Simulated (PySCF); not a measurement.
## A thermochemical cycle for CsK

PBE in PySCF with def2-SVP on every atom (core potentials on Cs), for the lowest determinant that a PBE0 search found; no spin–orbit coupling. CsK, a singlet (closed shell), has De = 0.54 eV to neutral atoms, and CsK⁺, a doublet (σ ↑), has De = 0.60 eV to Cs⁺ + K.

The adiabatic ionisation energy of CsK, between the minima, is 3.92 eV.

Question: Which ionisation energy of the Cs atom does this level give?

Answer: IE(Cs) = IE(molecule) + De(ion) − De(neutral) = 3.92 + 0.60 − 0.54 = 3.98 eV; the measured value is 3.894 eV (NIST ASD).

Closed-shell solutions of metal pairs were not tested for spin polarisation, which can lower them a little. Spin–orbit coupling is left out. For an ion De counts to the pair picked by the measured ionisation energies or electron affinities, which need not be the lowest pair at this level. States were picked by a PBE0 search and need not be the measured ground states.
